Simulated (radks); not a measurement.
Species: Lu2+. Configuration: [Xe] 4f14 6s1. Method: scalar-relativistic Kohn-Sham, PBE, spin-polarised, spherical densities, point nucleus; open shells are filled with parallel spins first (spin-orbit coupling, left out, can overturn this in heavy ions); computed with a radial shooting solver on a logarithmic mesh with Libxc functionals.

Unscreened Slater integrals over Kohn-Sham orbitals (eV). They are taken over the spin-up orbitals.

| integral | value |
|---|---|
| F0(6s,6s) | 8.0298 |
| F0(6s,4f) | 10.452 |
| G3(6s,4f) | 0.39842 |
| F0(6s,5p) | 9.8712 |
| G1(6s,5p) | 0.86981 |
| F0(6s,5s) | 10.059 |
| G0(6s,5s) | 0.46131 |
| F0(4f,4f) | 35.436 |
| F2(4f,4f) | 16.588 |
| F4(4f,4f) | 10.359 |
| F6(4f,4f) | 7.4397 |
| F0(4f,5p) | 21.473 |
| F2(4f,5p) | 7.0972 |
| G2(4f,5p) | 3.6319 |
| G4(4f,5p) | 2.7947 |
| F0(4f,5s) | 24.465 |
| G3(4f,5s) | 4.3878 |
| F0(5p,5p) | 17.757 |
| F2(5p,5p) | 9.5421 |
| F0(5p,5s) | 19.125 |
| G1(5p,5s) | 12.681 |
| F0(5s,5s) | 20.958 |
